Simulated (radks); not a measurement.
Q: The rhenium ion Re4+, 71 electrons, occupied as [Xe] 4f14 5d3. Calculated with a radial shooting solver on a logarithmic mesh with Libxc functionals: Dirac Kohn-Sham, PBE, spin-unpolarised, spherical densities, point nucleus; open shells fill j = l - 1/2 first. Some entries of the table are withheld. Estimate them.

orbital,occ.,eigenvalue (hartree),<r> (bohr),r(max) (bohr)
1s1/2,2,(1),0.01803,0.01123
2s1/2,2,-457.2796,0.07557,0.06471
2p1/2,2,(2),0.06246,0.04802
2p3/2,4,(3),0.07054,0.05496
3s1/2,2,(4),0.1969,0.1822
3p1/2,2,-98.32589,0.1870,0.1705
3p3/2,4,-86.83416,0.2019,0.1847
3d3/2,4,-72.10353,0.1765,0.1445
3d5/2,6,-69.60943,0.1811,0.1485
4s1/2,2,-23.64178,0.4404,0.4130
4p1/2,2,-19.97748,0.4450,0.4125
4p3/2,4,-17.29674,0.4784,0.4423
4d3/2,4,(5),0.4934,0.4382
4d5/2,6,(6),0.5047,0.4475
5s1/2,2,-4.73675,1.030,0.9370
5p1/2,2,-3.61818,1.122,(7)
4f5/2,6,-3.22928,0.5742,0.4144
5p3/2,4,-3.20102,1.213,(8)
4f7/2,8,-3.13673,0.5828,0.4192
5d3/2,3,-1.70160,1.580,(9)
5d5/2,0,-1.65635,1.618,(10)

A: 
(1) 1s1/2 eigenvalue (hartree): -2631.538
(2) 2p1/2 eigenvalue (hartree): -437.5625
(3) 2p3/2 eigenvalue (hartree): -384.6486
(4) 3s1/2 eigenvalue (hartree): -107.1131
(5) 4d3/2 eigenvalue (hartree): -11.28804
(6) 4d5/2 eigenvalue (hartree): -10.79278
(7) 5p1/2 r(max) (bohr): 1.000
(8) 5p3/2 r(max) (bohr): 1.080
(9) 5d3/2 r(max) (bohr): 1.328
(10) 5d5/2 r(max) (bohr): 1.361
